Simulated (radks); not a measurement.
As II, configuration [Ar] 3d10 4s2 4p2 (the NIST ground configuration). Calculated with a radial shooting solver on a logarithmic mesh with Libxc functionals: scalar-relativistic Kohn-Sham, MS2 meta-GGA, spin-unpolarised, spherical densities, finite nucleus; meta-GGA in the generalised Kohn-Sham scheme; Fermi nuclear charge, rms radius 4.0968 fm.

X-ray form factor f0, the Fourier transform of the density (f0(0) = 32):

sin(theta)/lambda (1/angstrom)  f0 (electrons)
0.05                                    31.466
0.1                                     30.058
0.15                                    28.202
0.2                                     26.262
0.25                                    24.425
0.3                                     22.730
0.4                                     19.679
0.5                                     16.940
0.6                                     14.506
0.8                                     10.745
1                                        8.406
1.25                                     6.811
1.5                                      5.912
2                                        4.612
